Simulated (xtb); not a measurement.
Ga(Cl)(OMe)(NH2) (CH₅ClGaNO), SMILES [Ga]([Cl])([O]C)[NH2]. All values are semi-empirical tight-binding results from xtb (GFN2-xTB unless named), good for trends rather than for accurate numbers. Geometry optimised at GFN2-xTB. The structure was generated by enumeration; whether it is a known compound was not checked. Other conformers were not sampled.

For metal compounds this method's bond lengths and energies can be far off.

Question: Estimate the properties. (Estimate from the structure and the level; the computed values follow.)

Answer: 
* **orbital gap**: 3.65 eV
* **zero-point energy**: 40.1 kcal/mol
* **G − E(el) at 298.15 K (modified RRHO)**: 18.3 kcal/mol
